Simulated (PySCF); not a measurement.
Two species compared at the same levels of theory.

First species: C3H3F3O.
SMILES: `C=C(F)OC(F)F`

Second species: 3,3,3-trifluoropropanal, C₃H₃F₃O.
SMILES with atom numbers: `[O:1]=[CH:2][CH2:3][C:4]([F:5])([F:6])[F:7]` (hydrogens: H8 on C2; H9, H10 on C3)

Levels: PBE0/def2-SVPD for dipole moment, HOMO energy, LUMO energy, HOMO–LUMO gap, static isotropic polarisability and electronic spatial extent ⟨r²⟩ about the centre of nuclear charge; TDDFT PBE0/def2-SVPD for lowest singlet excitation; PBE0-D3(BJ)/def2-SVP for rotational constant A and rotational constant C. Geometries: PBE0-D3(BJ)/def2-SVP. Each structure is a single optimised conformer of the isolated species, non-relativistic unless stated. Electronic properties by PySCF.

The conformers computed, where there is a choice (atom-mapped SMILES and torsion angles):
- `[CH2:1]=[C:2]([F:3])[O:4][CH:5]([F:6])[F:7]`: C1–C2–O4–C5 134°, C2–O4–C5–F6 170°
- `[O:1]=[CH:2][CH2:3][C:4]([F:5])([F:6])[F:7]`: O1–C2–C3–C4 -141°, C2–C3–C4–F5 58°

Values for the first species:

| Property | Result |
| --- | --- |
| Dipole moment | 1.26 D |
| HOMO energy | -7.79 eV |
| LUMO energy | 0.08 eV |
| HOMO–LUMO gap | 7.87 eV |
| Lowest singlet excitation | 7.18 eV |
| Static isotropic polarisability | 45.3 au |
| Electronic spatial extent ⟨r²⟩ about the centre of nuclear charge | 737 bohr² |
| Rotational constant A | 5.242 GHz |
| Rotational constant C | 1.616 GHz |

Problem. Estimate the same properties for the second species, and the change in each.

Solution. 
```csv
property,first,second,second less first
dipole moment,1.26 D,1.64 D,+0.38 D
HOMO energy,-7.79 eV,-8.23 eV,-0.44 eV
LUMO energy,0.08 eV,-1.52 eV,-1.60 eV
HOMO–LUMO gap,7.87 eV,6.71 eV,-1.16 eV
lowest singlet excitation,7.18 eV,4.27 eV,-2.91 eV
static isotropic polarisability,45.3 au,42.4 au,-2.9 au
electronic spatial extent ⟨r²⟩ about the centre of nuclear charge,737 bohr²,741 bohr²,+4 bohr²
rotational constant A,5.242 GHz,5.214 GHz,-0.028 GHz
rotational constant C,1.616 GHz,1.606 GHz,-0.010 GHz
```

On the first: The principal polarisabilities are 35.8, 40.9 and 59.2 au; their mean is the isotropic value. The polarisability is 6.72 Å³ as a volume (1 au = 0.148185 Å³), or 0.81 au for each of the 56 electrons.

On the second: The polarisability is 6.29 Å³ as a volume (1 au = 0.148185 Å³), or 0.76 au for each of the 56 electrons. In wavenumbers S1 is 34400 cm⁻¹ (1 eV = 8065.54 cm⁻¹).
